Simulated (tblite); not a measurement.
Compound: C8H7FO.
Numbering: `[CH3:1][c:2]1[cH:3][cH:4][c:5]([C:6](=[O:7])[F:8])[cH:9][cH:10]1` (hydrogens: H11, H12, H13 on C1; H14 on C3; H15 on C4; H16 on C9; H17 on C10)

The geometry is computed with GFN2-xTB (gas phase).

**Question.** What internal coordinates does the optimisation give?

**Answer.** 
| bond | length (pm) |
| --- | --- |
| C1–C2 | 149.5 |
| C2–C3, C2–C10 | 139.3 |
| C3–C4, C9–C10 | 137.9 |
| C4–C5, C5–C9 | 139.7 |
| C5–C6 | 145.8 |
| C6=O7 | 118.6 |
| C6–F8 | 137.3 |
| C1–H11, C1–H12, C1–H13 | 108.8 |
| C3–H14, C10–H17 | 108.0 |
| C4–H15, C9–H16 | 108.0 |

Bonds in one row agree within 1 pm and their mean is given. A selection of angles:
| angle | degrees |
| --- | --- |
| C2–C1–H11 | 109.6 |
| C2–C1–H12 | 111.0 |
| H11–C1–H12 | 108.0 |
| H12–C1–H13 | 109.3 |
| C1–C2–C3 | 120.5 |
| C3–C2–C10 | 118.8 |
| C2–C3–C4 | 120.8 |
| C2–C3–H14 | 119.4 |
| C4–C3–H14 | 119.8 |
| C3–C4–C5 | 120.0 |
| C3–C4–H15 | 121.2 |
| C5–C4–H15 | 118.8 |
| C4–C5–C6 | 118.1 |
| C4–C5–C9 | 119.6 |
| C6–C5–C9 | 122.4 |
| C5–C6–O7 | 129.3 |
| C5–C6–F8 | 112.3 |
| O7–C6–F8 | 118.4 |
| C10–C9–H16 | 120.4 |

Dihedral angles: C4–C5–C6–O7 0° (synperiplanar). The mirror-image conformer, all signs reversed, is as good.

Of the pairs four or more bonds apart, F8···H16 is among the closest relative to their van der Waals radii: 2.39 Å, 89 % of the sum of Bondi's values. The 6-membered ring C2–C3–C4–C5–C9–C10 has internal angles of 118.8° to 121.0°; it is planar, 0.00 Å rms from its mean plane, widest ring torsion 0°. The 8 C–C bonds span 1.378 Å (C3–C4, aromatic) to 1.495 Å (C1–C2, drawn single), a spread of 0.117 Å. The 10 heavy atoms lie in one plane (0.004 Å rms).

Its lowest GFN2-xTB frequency is 14 cm⁻¹, too small to tell a flat minimum from a shallow saddle. The numbers are those of one conformer.
